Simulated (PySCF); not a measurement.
Field gradients from PBE0/pcSseg-1 densities (PySCF, non-relativistic) at GFN2-xTB geometries, isolated species, one conformer each; χzz is the principal value of largest magnitude, with Q(14N) = 0.02044 b. GFN2-xTB bond lengths can be off by several hundredths of an ångström, more for odd bonds, and the gradients follow them. The basis is small and wasn't made for field gradients, so the couplings can be 20 % off.

These 14N couplings (χzz in MHz, η) are listed in rising order: (-5.518, 0.03); (-5.151, 0.05); (-4.671, 0.01); (-4.421, 0.18); (-1.912, 0.16). Assign them to: the nitrile nitrogen of `C=CC/C=C/C(C#N)=C\[SiH3]`; N3 (pyridine-type nitrogen) in `[CH3:1][c:2]1[n:3][n:4][nH:5][c:6]1[CH3:7]`; the nitrile nitrogen of `C=C1C[C@](C#N)(C(=C)C)[SiH2]1`; N4 (three-coordinate ring nitrogen) in `[CH3:1][n:2]1[cH:3][n+:4]([CH3:5])[cH:6][c:7]1[CH2:8][SiH3:9]`; the cyano nitrogen of `CCC/C=C\[Si@@H](C#N)C=O`.

-5.518 MHz, η 0.03: the cyano nitrogen of `CCC/C=C\[Si@@H](C#N)C=O`; -5.151 MHz, η 0.05: N3 (pyridine-type nitrogen) in `[CH3:1][c:2]1[n:3][n:4][nH:5][c:6]1[CH3:7]`; -4.671 MHz, η 0.01: the nitrile nitrogen of `C=CC/C=C/C(C#N)=C\[SiH3]`; -4.421 MHz, η 0.18: the nitrile nitrogen of `C=C1C[C@](C#N)(C(=C)C)[SiH2]1`; -1.912 MHz, η 0.16: N4 (three-coordinate ring nitrogen) in `[CH3:1][n:2]1[cH:3][n+:4]([CH3:5])[cH:6][c:7]1[CH2:8][SiH3:9]`.

All sites together:

```tsv
nucleus	site	Vzz (au)	η	χzz (MHz)
14N	the nitrile nitrogen of C=CC/C=C/C(C#N)=C\[SiH3]	-0.973	0.01	-4.671
14N	N3 (pyridine-type nitrogen) in [CH3:1][c:2]1[n:3][n:4][nH:5][c:6]1[CH3:7]	-1.073	0.05	-5.151
14N	the nitrile nitrogen of C=C1C[C@](C#N)(C(=C)C)[SiH2]1	-0.921	0.18	-4.421
14N	N4 (three-coordinate ring nitrogen) in [CH3:1][n:2]1[cH:3][n+:4]([CH3:5])[cH:6][c:7]1[CH2:8][SiH3:9]	-0.398	0.16	-1.912
14N	the cyano nitrogen of CCC/C=C\[Si@@H](C#N)C=O	-1.149	0.03	-5.518
```
